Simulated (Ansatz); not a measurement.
Reaction (redistribution): `C[SiH](F)[SiH2]S` + `CC[O][SnH3]` → `CCO[SiH](C)F` + `S[SiH2][SnH3]`

Gas-phase electronic energies from Ansatz, PBE0-D4/def2-TZVP geometries. CCSD(T)/CBS is the MP2 limit (def2-TZVPP, def2-QZVPP) plus CCSD(T) − MP2 in def2-TZVPP, frozen cores. Functionals use def2-TZVPP. B3LYP here is the variant with VWN-RPA as its local correlation; programs differ in this. Elements past krypton have def2 core potentials. For Sn outer-core shells are correlated without core-valence functions, which leaves a few kJ/mol of doubt a bond. Each species was taken in one conformer, which may not be the lowest.

| level | ΔE (kJ/mol) | difference from CCSD(T)/CBS |
| --- | --- | --- |
| r2SCAN-D4 | -136.9 | 0.1 |
| PBE0-D4 | -135.7 | 1.3 |
| ωB97M-V | -143.1 | -6.1 |
| B2PLYP | -138.9 | -1.9 |
| r2SCAN | -137.1 | -0.1 |
| PBE0 | -136.5 | 0.5 |
| B3LYP | -137.5 | -0.5 |
| HF/def2-TZVPP | -149.0 | -12.0 |
| MP2/def2-TZVPP | -143.3 | -6.3 |
| SCS-MP2/def2-TZVPP | -139.3 | -2.3 |
| CCSD(T)/def2-TZVPP | -138.8 | -1.8 |
| MP2/def2-QZVPP | -142.0 | -5.0 |
| SCS-MP2/def2-QZVPP | -138.3 | -1.3 |
| HF/CBS(def2) | -148.3 | -11.3 |
| MP2/CBS(def2) | -141.5 | -4.5 |
| CCSD/CBS(def2) | -140.1 | -3.1 |
| CCSD(T)/CBS | -137.0 | 0 |

Largest T1 diagnostic among the species: 0.013.

In def2-TZVPP, CCSD(T) changes the Hartree–Fock value by +10.2 kJ/mol (the triples alone add +3.1 kJ/mol) and MP2 by +5.8 kJ/mol. From PBE to PBE0 (25 % exact exchange), in def2-TZVPP and without D4, ΔE moves by −9.5 kJ/mol.
